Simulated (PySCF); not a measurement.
## Which element holds F most strongly?

PBE0 in PySCF with def2-TZVPP on every atom (core potentials on Ru), for the lowest determinant that a PBE0 search found; no spin–orbit coupling. D0 is De less the harmonic zero-point energy.

| M | state (unpaired electrons) | Re (Å) | ωe (cm⁻¹) | D0(MF) (eV) |
| --- | --- | --- | --- | --- |
| Al | singlet (closed shell) | 1.664 | 785 | 6.71 |
| Ge | doublet (π ↑) | 1.756 | 669 | 5.19 |
| As | triplet (π ↑↑) | 1.741 | 695 | 4.16 |
| C | doublet (π ↑) | 1.268 | 1339 | 5.76 |
| Zn | doublet (σ ↑) | 1.786 | 601 | 2.97 |
| B | singlet (closed shell) | 1.263 | 1416 | 7.69 |
| Ru | quartet (σ ↑, π ↑, δ ↑) | 1.896 | 568 | 3.94 |

**Question.** Order the elements by D0 and give the energy of BF + Ru → RuF + B.

**Answer.** B > Al > C > Ge > As > Ru > Zn; ΔE = 7.69 − 3.94 = +3.75 eV at PBE0/def2-TZVPP. Close neighbours can swap at other levels.

The metal atom is held in its measured ground configuration; semilocal functionals can put another filling of s and d lower by some tenths of an eV, and De to that atom would be smaller. These are scalar-relativistic numbers at best; spin–orbit coupling would shift them, the dissociation energy most. States were picked by a PBE0 search and need not be the measured ground states. The state is the lowest single determinant that the PBE0 search found; with open d or f shells the true ground state can be another one.
